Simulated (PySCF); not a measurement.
State search for CdI

Unrestricted PBE0; Cd def2-TZVPP with ECP28, I def2-TZVPP with ECP28; scalar-relativistic core potentials (PySCF 2.14). Outer shells of the fragments: Cd 4d10 5s2; I 4d10 5s2 5p5.

Followed along the bond (rough minima from three points):

| 2Ms+1 | unpaired | ⟨S²⟩ at the start | R at minimum (Å) | Te (eV) |
| --- | --- | --- | --- | --- |
| 2 | σ ↑ | 0.75 | 2.71 | 0.00 |
| 4 | σ ↑, π ↑↑ | 3.76 | none in the scan | ≤ 4.75 |

Solutions found at the starting distance of 2.710 Å, counted from the lowest of them; the search is not exhaustive and high or unbound solutions are not listed, so other states can lie among these:

```
2Ms+1   unpaired   term  E (eV)  ⟨S²⟩  ⟨Lz²⟩  μ (D)
    2        σ ↑    ²Σ⁺    0.00  0.75   0.00  -3.09
    2        π ↑     ²Π    2.33  0.75   1.01   2.92
    2        π ↑     ²Π    3.64  0.78   1.00  -2.37
    4  σ ↑, π ↑↑  mixed    4.92  3.76   2.01   3.37
    4  σ ↑, π ↑↑  mixed    5.05  3.75   2.01   3.47
    4  σ ↑↑, π ↑     ⁴Π    5.95  3.76   1.00   1.99
```

A term symbol is given only where ⟨S²⟩ and ⟨Lz²⟩ are close to those of a pure state; real π, δ and φ orbitals otherwise mix terms. A positive dipole means Cd(−)I(+).

Spin–orbit coupling is left out. Counting both spins, an empty level lies below a filled one in some of these solutions, because spin and occupation are held.
